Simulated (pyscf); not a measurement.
## Hydrogen shift: •H₂C–AlH–Cl (SMILES [CH2][AlH][Cl]) -> [H₃C–Al–Cl]• (SMILES [CH3][Al][Cl])

Gas phase, doublet surface, charge 0. Bonds broken: Al1–H4. Bonds formed: C3–H4. Single points on ωB97X-D3(BJ)/def2-SVP structures (PySCF, gas phase). Correlated levels are frozen-core, on RHF or UHF. ΔMP2 is the change of the MP2 total energy from the triple- to the quadruple-zeta basis.

Transition state (Å):

```xyz
6

Al     0.8570     0.4822    -0.3593
Cl     2.3048     1.0399    -1.7800
C      0.8143    -0.7052     1.0858
H     -0.3893    -0.6149    -0.2959
H      1.3633    -1.6531     1.2078
H      0.0036    -0.5836     1.8181
```

One imaginary mode, 1522i cm⁻¹; descent along it reached the two sides named.

```
bond    change  reactant side (Å)  saddle  product side
------  ------  -----------------  ------  ------------
Al1–H4  breaks              1.575   1.662         2.553
C3–H4    forms                3.1   1.835         1.104
```

Electronic energies relative to the reactant's lowest minimum found (eV):

| level | barrier | reaction energy | reverse barrier |
|---|---|---|---|
| ωB97X-D3(BJ)/def2-TZVP | 1.79 | -0.73 | 2.52 |
| PBE/def2-TZVP | 1.29 | -0.94 | 2.23 |
| r²SCAN/def2-TZVP | 1.49 | -0.76 | 2.25 |
| B3LYP-D3(BJ)/def2-TZVP | 1.58 | -0.76 | 2.34 |
| PBE0-D3(BJ)/def2-TZVP | 1.54 | -0.86 | 2.40 |
| M06-2X/def2-TZVP | 1.61 | -0.89 | 2.50 |
| ωB97M-D3(BJ)/def2-TZVP | 1.71 | -0.71 | 2.42 |
| HF/def2-TZVP | 2.29 | -0.39 | 2.68 |
| MP2/def2-QZVPP | 1.86 | -0.86 | 2.72 |
| CCSD/def2-TZVPP | 1.80 | -0.67 | 2.47 |
| CCSD(T)/def2-TZVPP | 1.69 | -0.72 | 2.42 |
| CCSD(T)/def2-TZVPP + ΔMP2(QZVPP) | 1.69 | -0.73 | 2.41 |

With CCSD(T)/def2-TZVPP + ΔMP2(QZVPP) energies and thermal terms (ideal gas, 1 atm, RRHO with modes under 100 cm⁻¹ raised to 100, one conformer, R ln 2 for rigid chiral ones), in eV:

```csv
T (K),ΔH‡,ΔG‡,ΔH,ΔG
298,1.64,1.65,-0.59,-0.60
600,1.62,1.66,-0.61,-0.60
900,1.60,1.68,-0.63,-0.59
1200,1.57,1.71,-0.65,-0.58
```

This is the saddle that the search found; another between the same sides may lie lower. The CCSD(T) − MP2 part came from Ansatz, without density fitting, on the same reference. A UHF reference is spin-contaminated (<S²> up to 0.87), which harms MP2 most.
